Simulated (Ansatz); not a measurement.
B2FGaH4O, SMILES `[OH][GaH][BH]BF`, 9 atoms. The species carries charge 0 and has multiplicity 1. Correlated methods include outer-core shells of Ga, which these sets cover unevenly. Scalar relativity is left out up to krypton. All runs use 4 threads of an Arm Neoverse V1 on a shared host. Correlated methods freeze the cores.

Question: How many basis functions does each run have, and how long does it take in Ansatz? RKS r2SCAN0-D4/def2-TZVPP energy; RKS PBE0-D4/def2-TZVP frequencies; direct RPA on PBE orbitals/def2-TZVPP energy; RKS PBE0-D4/def2-TZVP relaxation (16 steps); RHF-CCSD(T)/def2-TZVPP energy; RKS ωB97M-V/def2-SVP energy; RHF-MP2/def2-QZVPP energy; RKS PBE0-D4/def2-QZVPP energy; RKS HSE06 (plane-wave form)-D4/def2-TZVPP energy; RKS ωB97X-V/def2-TZVPP energy; RKS PBE0-D4/def2-SVP energy; RKS CAM-B3LYP-D4/def2-TZVPP energy. (Estimate.)

Answer: Computed: Other jobs shared the machine, so times are rough.

```csv
level,job,functions,wall time,peak host memory (GiB)
RKS PBE0-D4/def2-SVP,energy,108,1.3 s,0.22
RKS HSE06 (plane-wave form)-D4/def2-TZVPP,energy,228,3.2 s,0.58
RKS CAM-B3LYP-D4/def2-TZVPP,energy,228,3.4 s,0.62
RKS r2SCAN0-D4/def2-TZVPP,energy,228,4.8 s,0.57
RKS ωB97M-V/def2-SVP,energy,108,6 s,0.34
direct RPA on PBE orbitals/def2-TZVPP,energy,228,6.5 s,0.53
RKS ωB97X-V/def2-TZVPP,energy,228,7.5 s,0.68
RKS PBE0-D4/def2-QZVPP,energy,437,8 s,1.5
RHF-MP2/def2-QZVPP,energy,437,19 s,2.3
RKS PBE0-D4/def2-TZVP,relaxation (16 steps),196,56 s,0.5
RKS PBE0-D4/def2-TZVP,frequencies,196,2.1 min,0.51
RHF-CCSD(T)/def2-TZVPP,energy,228,2.8 min,4
```
